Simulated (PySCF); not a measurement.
Br2FGeH2N, SMILES [NH2][Ge]([F])([Br])[Br]. Atoms are numbered in the order given.

```xyz
7

N      2.1810    -0.3743     0.5417
Ge     0.3698    -0.1902     0.4418
F     -0.2814    -0.6259     2.0021
Br    -0.1184     2.0166     0.0206
Br    -0.7306    -1.5739    -1.0559
H      2.4885    -1.3509     0.4506
H      2.6617     0.1944    -0.1660
```
Charge 0, spin multiplicity 1.

Coordinates come from a PBE-D3(BJ)/def2-SVP optimisation. The values are those of a single conformer.

All values below come from TDA-ωB97X/def2-SVPD (PySCF 2.14.0).

Vertical excitations. 

Computed UV-visible absorptions:
```
state  energy (eV)  λ (nm)      f                                                                   main pairs
-----  -----------  ------  -----  ---------------------------------------------------------------------------
S1            5.82     213  0.024                                             HOMO→LUMO 64 %, HOMO−1→LUMO 26 %
S2            5.94     209  0.017                           HOMO−1→LUMO 50 %, HOMO−2→LUMO 26 %, HOMO→LUMO 13 %
S3            6.17     201  0.037                          HOMO−2→LUMO 59 %, HOMO−1→LUMO 10 %, HOMO−4→LUMO 9 %
S4            6.37     195  0.014                                                             HOMO−3→LUMO 78 %
S5            6.76     184  0.105                                                             HOMO−4→LUMO 66 %
S6            7.71     161  0.015                                                             HOMO→LUMO+1 62 %
S7            8.03     154  0.195                         HOMO−5→LUMO 52 %, HOMO→LUMO+2 9 %, HOMO−1→LUMO+3 9 %
S8            8.12     153  0.029                         HOMO→LUMO+3 45 %, HOMO→LUMO+2 20 %, HOMO−5→LUMO 14 %
S9            8.40     148  0.025  HOMO−1→LUMO+3 36 %, HOMO−1→LUMO+2 17 %, HOMO−2→LUMO+3 13 %, HOMO−6→LUMO 9 %
S10           8.43     147  0.024    HOMO−1→LUMO+1 27 %, HOMO−6→LUMO 19 %, HOMO−1→LUMO+3 13 %, HOMO→LUMO+2 6 %
T1            5.25     236      0                                             HOMO→LUMO 61 %, HOMO−1→LUMO 26 %
T2            5.36     231      0                                             HOMO−1→LUMO 62 %, HOMO→LUMO 22 %
T3            5.58     222      0                                                             HOMO−2→LUMO 83 %
T4            5.80     214      0                                                             HOMO−3→LUMO 85 %
```
Triplets are in the Tamm–Dancoff approximation.
